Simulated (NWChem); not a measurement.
Program: NWChem. System: iodine (I2), charge 0, spin multiplicity 1, at a geometry optimised with PBE0/def2-SVP with def2 effective core potentials on I. Level: PBE0/def2-SVP with def2 effective core potentials on I.

Job file:

```
start mol
memory heap 200 mb stack 900 mb global 1100 mb
geometry units angstroms nocenter noautoz
  I      0.000000     0.000000     1.341220
  I      0.000000     0.000000    -1.341220
  symmetry group D2h
end
basis spherical
  * library def2-svp
end
ecp
  I library def2-ecp
end
dft
  xc pbe0
  semidirect memsize 60000000 filesize 0
  iterations 100
end
task dft energy
```

Part of the output:

```
             Northwest Computational Chemistry Package (NWChem) 7.3.0
             --------------------------------------------------------

                                NWChem Input Module
                                -------------------

 Scaling coordinates for geometry "geometry" by  1.889725989
 (inverse scale =  0.529177249)

 Turning off AUTOSYM since
 SYMMETRY directive was detected!

                             Geometry "geometry" -> ""
                             -------------------------

 Output coordinates in angstroms (scale by  1.889725989 to convert to a.u.)

  No.       Tag          Charge          X              Y              Z
 ---- ---------------- ---------- -------------- -------------- --------------
    1 I                   53.0000     0.00000000     0.00000000     1.34122000
    2 I                   53.0000     0.00000000     0.00000000    -1.34122000

 Effective nuclear repulsion energy (a.u.)     554.1443210063

            Nuclear Dipole moment (a.u.)
            ----------------------------
        X                 Y               Z
 ---------------- ---------------- ----------------
     0.0000000000     0.0000000000     0.0000000000

      Symmetry information
      --------------------

 Group name             D2h
 Group number             26
 Group order               8
 No. of unique centers     1

      Symmetry unique atoms

     1


 Summary of "ao basis" -> "" (spherical)
 ------------------------------------------------------------------------------
       Tag                 Description            Shells   Functions and Types
 ---------------- ------------------------------  ------  ---------------------
 *                          def2-svp                  on all atoms

                                 NWChem DFT Module
                                 -----------------

 Summary of "ao basis" -> "ao basis" (spherical)
 ------------------------------------------------------------------------------
       Tag                 Description            Shells   Functions and Types
 ---------------- ------------------------------  ------  ---------------------
 I                          def2-svp                10       26   4s4p2d

 Summary of "ao basis" -> "ao basis" (spherical)
 ------------------------------------------------------------------------------
       Tag                 Description            Shells   Functions and Types
 ---------------- ------------------------------  ------  ---------------------
 I                          def2-svp                10       26   4s4p2d

      Symmetry analysis of basis
      --------------------------

        ag         12
        au          2
        b1g         2
        b1u        12
        b2g         6
        b2u         6
        b3g         6
        b3u         6

            General Information
            -------------------
          SCF calculation type: DFT
          Wavefunction type:  closed shell.
          No. of atoms     :     2
          No. of electrons :    50
           Alpha electrons :    25
            Beta electrons :    25
          Charge           :     0
          Spin multiplicity:     1
          Use of symmetry is: on ; symmetry adaption is: on
          Maximum number of iterations: 100
          AO basis - number of functions:    52
                     number of shells:    20
          Convergence on energy requested:  1.00D-06
          Convergence on density requested:  1.00D-05
          Convergence on gradient requested:  5.00D-04

              XC Information
              --------------
                         PBE0 Method XC Functional
                     Hartree-Fock (Exact) Exchange  0.250
          PerdewBurkeErnzerhof Exchange Functional  0.750
            Perdew 1991 LDA Correlation Functional  1.000 local
           PerdewBurkeErnz. Correlation Functional  1.000 non-local

             Grid Information
             ----------------
          Grid used for XC integration:  medium
          Radial quadrature: Mura-Knowles
          Angular quadrature: Lebedev.
          Tag              B.-S. Rad. Rad. Pts. Rad. Cut. Ang. Pts.
          ---              ---------- --------- --------- ---------
          I                   1.40      123           9.0       590
          Grid pruning is: on
          Number of quadrature shells:   123
          Spatial weights used:  Erf1

          Convergence Information
          -----------------------
          Convergence aids based upon iterative change in
          total energy or number of iterations.
          Levelshifting, if invoked, occurs when the
          HOMO/LUMO gap drops below (HL_TOL):  1.00D-02
          DIIS, if invoked, will attempt to extrapolate
          using up to (NFOCK): 10 stored Fock matrices.

                    Damping( 0%)  Levelshifting(0.5)       DIIS
                  --------------- ------------------- ---------------
          dE  on:    start            ASAP                start
          dE off:    2 iters        100 iters           100 iters

      Screening Tolerance Information
      -------------------------------
          Density screening/tol_rho:  1.00D-10
          AO Gaussian exp screening on grid/accAOfunc:  14
          CD Gaussian exp screening on grid/accCDfunc:  20
          XC Gaussian exp screening on grid/accXCfunc:  20
          Schwarz screening/accCoul:  1.00D-08

      Superposition of Atomic Density Guess
      -------------------------------------

 Sum of atomic energies:        -694.25423975

      Non-variational initial energy
      ------------------------------

 Total energy =    -593.363179
 1-e energy   =   -1281.326225
 2-e energy   =     564.666428
 HOMO         =      -0.292852
 LUMO         =      -0.131950

      Symmetry analysis of molecular orbitals - initial
      -------------------------------------------------

 !! scf_movecs_sym_adapt:   32 vectors were symmetry contaminated

  Symmetry fudging

 !! scf_movecs_sym_adapt:   30 vectors were symmetry contaminated

  Numbering of irreducible representations:

     1 ag          2 au          3 b1g         4 b1u         5 b2g
     6 b2u         7 b3g         8 b3u

  Orbital symmetries:

     1 ag          2 b1u         3 ag          4 b1u         5 b2u
     6 b3u         7 b3g         8 b2g         9 ag         10 b3u
    11 b2u        12 b2g        13 b3g        14 ag         15 b1g
    16 b1u        17 au         18 b1u        19 ag         20 b1u
    21 ag         22 b2u        23 b3u        24 b3g        25 b2g
    26 b1u        27 ag         28 ag         29 b1u        30 b3u
    31 b2u        32 b3u        33 b2u        34 b2g        35 b3g

------------------------------------------------------------
EAF file 0: "./mol.aoints.0" size=524288 bytes
------------------------------------------------------------
               write      read    awrite     aread      wait
               -----      ----    ------     -----      ----
     calls:        1         0         0         0         0
   data(b): 5.24e+05  0.00e+00  0.00e+00  0.00e+00
   time(s): 0.00e+00  0.00e+00  0.00e+00  0.00e+00  0.00e+00
rate(mb/s): 0.00e+00  0.00e+00
------------------------------------------------------------

 !! scf_movecs_sym_adapt:   14 vectors were symmetry contaminated

  Symmetry fudging

 !! scf_movecs_sym_adapt:    6 vectors were symmetry contaminated

   convergence    iter        energy       DeltaE   RMS-Dens  Diis-err    time
 ---------------- ----- ----------------- --------- --------- ---------  ------
 d= 0,ls=0.0,diis     1   -595.4190051753 -7.19D+02  1.54D-02  1.23D-01     0.7

 !! scf_movecs_sym_adapt:   12 vectors were symmetry contaminated

  Symmetry fudging

 !! scf_movecs_sym_adapt:    8 vectors were symmetry contaminated

 d= 0,ls=0.0,diis     2   -595.4296168702 -1.06D-02  5.17D-03  4.58D-02     0.8

 !! scf_movecs_sym_adapt:   10 vectors were symmetry contaminated

  Symmetry fudging

 !! scf_movecs_sym_adapt:    6 vectors were symmetry contaminated

 d= 0,ls=0.0,diis     3   -595.4367307618 -7.11D-03  1.02D-03  3.79D-03     0.8

 !! scf_movecs_sym_adapt:   18 vectors were symmetry contaminated

  Symmetry fudging

 !! scf_movecs_sym_adapt:   14 vectors were symmetry contaminated

 d= 0,ls=0.0,diis     4   -595.4373030150 -5.72D-04  1.61D-04  2.56D-05     0.9

 !! scf_movecs_sym_adapt:   24 vectors were symmetry contaminated

  Symmetry fudging

 !! scf_movecs_sym_adapt:   20 vectors were symmetry contaminated

 d= 0,ls=0.0,diis     5   -595.4373055261 -2.51D-06  3.07D-05  2.76D-06     0.9

 !! scf_movecs_sym_adapt:   24 vectors were symmetry contaminated

  Symmetry fudging

 !! scf_movecs_sym_adapt:   24 vectors were symmetry contaminated

 d= 0,ls=0.0,diis     6   -595.4373058411 -3.15D-07  9.90D-07  1.07D-09     1.0

         Total DFT energy =     -595.437305841095
      One electron energy =    -1281.441998154262
           Coulomb energy =      607.198574111285
    Exchange-Corr. energy =      -44.490500035548
 Nuclear repulsion energy =      123.296618237430

 Numeric. integr. density =       50.000000256697

     Total iterative time =      0.6s

                  Occupations of the irreducible representations
                  ----------------------------------------------

                     irrep           alpha         beta
                     --------     --------     --------
                     ag                6.0          6.0
                     au                1.0          1.0
                     b1g               1.0          1.0
                     b1u               5.0          5.0
                     b2g               3.0          3.0
                     b2u               3.0          3.0
                     b3g               3.0          3.0
                     b3u               3.0          3.0

                       DFT Final Molecular Orbital Analysis
                       ------------------------------------

 Vector   23  Occ=2.000000D+00  E=-3.332207D-01  Symmetry=b3u
              MO Center=  6.6D-18, -6.9D-17,  1.5D-16, r^2= 3.4D+00
   Bfn.  Coefficient  Atom+Function         Bfn.  Coefficient  Atom+Function
  ----- ------------  ---------------      ----- ------------  ---------------
    11      0.425220  1 I  px                37      0.425220  2 I  px
    14      0.352804  1 I  px                40      0.352804  2 I  px
     8     -0.171976  1 I  px                34     -0.171976  2 I  px
     5     -0.139745  1 I  px                31     -0.139745  2 I  px
    25      0.038275  1 I  d  1              51     -0.038275  2 I  d  1

 Vector   24  Occ=2.000000D+00  E=-2.701528D-01  Symmetry=b3g
              MO Center=  4.5D-18,  1.0D-16,  3.0D-17, r^2= 4.0D+00
   Bfn.  Coefficient  Atom+Function         Bfn.  Coefficient  Atom+Function
  ----- ------------  ---------------      ----- ------------  ---------------
    12      0.463609  1 I  py                38     -0.463609  2 I  py
    15      0.418568  1 I  py                41     -0.418568  2 I  py
     9     -0.184940  1 I  py                35      0.184940  2 I  py
     6     -0.149536  1 I  py                32      0.149536  2 I  py

 Vector   25  Occ=2.000000D+00  E=-2.701528D-01  Symmetry=b2g
              MO Center= -1.2D-17, -2.6D-18,  7.6D-17, r^2= 4.0D+00
   Bfn.  Coefficient  Atom+Function         Bfn.  Coefficient  Atom+Function
  ----- ------------  ---------------      ----- ------------  ---------------
    11      0.463609  1 I  px                37     -0.463609  2 I  px
    14      0.418568  1 I  px                40     -0.418568  2 I  px
     8     -0.184940  1 I  px                34      0.184940  2 I  px
     5     -0.149536  1 I  px                31      0.149536  2 I  px

 Vector   26  Occ=0.000000D+00  E=-1.395739D-01  Symmetry=b1u
              MO Center=  7.2D-15, -8.4D-15, -3.2D-15, r^2= 4.6D+00
   Bfn.  Coefficient  Atom+Function         Bfn.  Coefficient  Atom+Function
  ----- ------------  ---------------      ----- ------------  ---------------
    16      0.615236  1 I  pz                42      0.615236  2 I  pz
    13      0.463588  1 I  pz                39      0.463588  2 I  pz
     3     -0.200645  1 I  s                 29      0.200645  2 I  s
    10     -0.186253  1 I  pz                36     -0.186253  2 I  pz
     4     -0.185042  1 I  s                 30      0.185042  2 I  s

 Vector   27  Occ=0.000000D+00  E= 2.326099D-01  Symmetry=ag
              MO Center=  1.2D-16,  1.0D-16, -6.1D-14, r^2= 4.2D+00
   Bfn.  Coefficient  Atom+Function         Bfn.  Coefficient  Atom+Function
  ----- ------------  ---------------      ----- ------------  ---------------
     3      1.454440  1 I  s                 29      1.454440  2 I  s
     4     -1.196471  1 I  s                 30     -1.196471  2 I  s
    24      0.325552  1 I  d  0              50      0.325552  2 I  d  0
     2     -0.268234  1 I  s                 28     -0.268234  2 I  s
     1     -0.213922  1 I  s                 27     -0.213922  2 I  s

 Vector   28  Occ=0.000000D+00  E= 2.702409D-01  Symmetry=ag
              MO Center=  1.2D-16,  1.3D-16,  7.4D-14, r^2= 6.1D+00
   Bfn.  Coefficient  Atom+Function         Bfn.  Coefficient  Atom+Function
  ----- ------------  ---------------      ----- ------------  ---------------
     3      0.766735  1 I  s                 29      0.766735  2 I  s
     4     -0.663088  1 I  s                 30     -0.663088  2 I  s
    16     -0.550210  1 I  pz                42      0.550210  2 I  pz
    13      0.481540  1 I  pz                24     -0.480992  1 I  d  0
    39     -0.481540  2 I  pz                50     -0.480992  2 I  d  0

 center of mass
 --------------
 x =   0.00000000 y =   0.00000000 z =   0.00000000

 moments of inertia (a.u.)
 ------------------
        1630.386986000535           0.000000000000           0.000000000000
           0.000000000000        1630.386986000535           0.000000000000
           0.000000000000           0.000000000000           0.000000000000

     Multipole analysis of the density
     ---------------------------------

     L   x y z        total         alpha         beta         nuclear
     -   - - -        -----         -----         ----         -------
     0   0 0 0     -0.000000    -25.000000    -25.000000     50.000000

     1   1 0 0      0.000000      0.000000      0.000000      0.000000
     1   0 1 0     -0.000000     -0.000000     -0.000000      0.000000
     1   0 0 1     -0.000000     -0.000000     -0.000000      0.000000

     2   2 0 0    -40.633649    -20.316825    -20.316825      0.000000
     2   1 1 0      0.000000      0.000000      0.000000      0.000000
     2   1 0 1      0.000000      0.000000      0.000000      0.000000
     2   0 2 0    -40.633649    -20.316825    -20.316825      0.000000
     2   0 1 1      0.000000      0.000000      0.000000      0.000000
     2   0 0 2    -34.712804   -177.953511   -177.953511    321.194217

 Task  times  cpu:        0.9s     wall:        0.9s

 Total times  cpu:        1.0s     wall:        1.0s
```
